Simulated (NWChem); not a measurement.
Molecule: C2H7BO; SMILES BOCC

```xyz
11

B     -0.1928     1.8107    -0.2613
H      0.2125     1.8588    -1.4069
H     -0.7515     2.7400     0.2731
O     -0.0298     0.6991     0.4666
C      0.5934    -0.4707    -0.0298
C     -0.3902    -1.6170    -0.0777
H      1.0195    -0.2708    -1.0289
H      1.4279    -0.7095     0.6499
H     -1.2038    -1.4099    -0.7894
H      0.1156    -2.5422    -0.3926
H     -0.8367    -1.7866     0.9133
```
Atoms are numbered in this order, from 1.

Results from NWChem. Pople sets run with spherical d functions. All runs use the structure optimised with PBE0/def2-SVP. LC-ωPBE (HJS hole) with 6-31G*; x = 1 − exp(−ω/0.25 bohr⁻¹) is a scale chosen for this fit.

```csv
row,x,−ε(HOMO) (eV)
ω = 0.10,0.330,8.25
ω = 0.25,0.632,10.00
ω = 0.30,0.699,withheld
ω = 0.60,0.909,12.04
ω = 0.80,0.959,12.51
```

### Question
Fit a straight line of the last column on the one before it, predict the withheld value, and compare with the run.

### Answer

1. Means of the 4 shown rows: x = 0.7075, y = 10.700. Slope Σ(x − x̄)(y − ȳ)/Σ(x − x̄)² = 1.703/0.2521 = 6.756; intercept 5.920.
2. The shown rows scatter about the line by 0.121 (root mean square); the largest residual is -0.19, at ω = 0.25.
3. At x = 0.699 (ω = 0.30; inside the shown range) the line gives 10.64.
4. The run gives 10.44, -0.20 from the line, 1.6 times the scatter.
